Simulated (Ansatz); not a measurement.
A made-up structure of CH4SeSi, closed shell:

Si1  (-0.620, 0.493, -0.169)
C2  (0.805, -0.691, 0.090)
Se3  (1.677, -0.859, 1.603)
H4  (-1.830, -0.289, -0.544)
H5  (2.640, -1.504, 2.571)
H6  (-0.860, 1.268, 1.069)
H7  (1.118, -1.320, -0.745)
(Å)

It is relaxed with PBE-D4/def2-SVP and then PBE0-D4/def2-TZVP (Ansatz 0.2.0). Atoms count as bonded within 1.22 times the sum of their covalent radii (H–H: 0.88 Å). The end point is not checked to be a true minimum.

Task: Does its bonding change? (A judgement: the text doesn't fix the answer.)

Result: Computed: No: no bond forms or breaks.

Where it ends: The first stage lowers the energy by 2.78 eV in 12 steps. It ends as CH₄SeSi ([SiH2][CH][SeH]):
Si1  (-0.584, 0.237, 0.090)
C2  (0.635, -0.915, 0.415)
Se3  (1.476, -1.024, 2.108)
H4  (-1.406, 0.170, -1.138)
H5  (2.868, -0.957, 1.626)
H6  (-0.960, 1.268, 1.077)
H7  (0.901, -1.683, -0.303)
(Å)

Labels in which every atom is bracketed show which atoms are joined, not bond orders.

For scale, one of the runs: PBE0-D4/def2-TZVP relaxation, 140 basis functions, launched by `ansatz run in.yaml --threads 2 --pin off --events-out ev --progress --plain --max-ram 4352MiB`. Hardware: 2 CPU threads of an Arm Neoverse V2, shared host. Wall time about 34 s.
